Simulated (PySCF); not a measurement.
**Bi⁶⁸⁺: ionisation energy**

Bi⁶⁸⁺ [Ne] 3s2 3p3 (4S) → Bi⁶⁹⁺ [Ne] 3s2 3p2 (3P), as a difference of total energies. Computed with PySCF 2.14 in an uncontracted even-tempered set (17 s from 21 bohr⁻², ratio 2.5; 12 p from 28 bohr⁻², ratio 2.5; 4 d from 110 bohr⁻², ratio 2.7; 4 f from 160 bohr⁻², ratio 2.7), with the spin-free X2C one-electron Hamiltonian (Gaussian nucleus). Correlated levels: outer shells: 1s2 frozen; virtual orbitals above 40 to 60 times the deepest correlated orbital energy dropped. The calculations carry no spin-orbit coupling.

```json
{"method": "UHF", "ionisation energy (eV)": "8229.0"}
{"method": "MP2 (outer shells)", "ionisation energy (eV)": "8229.7"}
{"method": "SCS-MP2 (outer shells)", "ionisation energy (eV)": "8229.4"}
{"method": "CCSD (outer shells)", "ionisation energy (eV)": "8229.6"}
{"method": "CCSD(T) (outer shells)", "ionisation energy (eV)": "8229.6"}
```

Spin-orbit coupling is strong in these open shells (close to jj coupling). The scalar numbers leave it out and a first-order estimate fails, so it can dominate the gap to the real levels.

The ground level that NIST lists for one species does not belong to the high-spin term computed here, so part of any gap is the choice of state.

Breit and QED terms and the two-electron picture change are absent.

For comparison: 8010 ± 50 eV (theoretical estimate listed by NIST; NIST Atomic Spectra Database, ionization energies).
